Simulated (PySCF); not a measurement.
## How methods differ on the ionisation energy of Ni⁺

Ni⁺ [Ar] 3d9 (2D) → Ni²⁺ [Ar] 3d8 (3F), as a difference of total energies. Computed with PySCF 2.14 in jorge-DZP-DKH (8s6p2d1f, 43 functions), with the spin-free X2C one-electron Hamiltonian (Gaussian nucleus). Correlated levels: valence: [Ar] frozen. The calculations carry no spin-orbit coupling.

```
           method  ionisation energy (eV)
              UHF                  14.423
            B3LYP                  17.480
    MP2 (valence)                  16.734
SCS-MP2 (valence)                  16.506
```

Question: How much does correlation contribute at MP2 (valence)?

Answer: 16.734 − (14.423) = 2.311 eV, measured against UHF.

The reference lies between the lowest fine-structure levels, while these numbers refer to the centres of the terms.

Errors of the correlated levels include the incompleteness of this basis and the frozen core.

For comparison: 18.169 eV (measured; NIST Atomic Spectra Database, ionization energies).
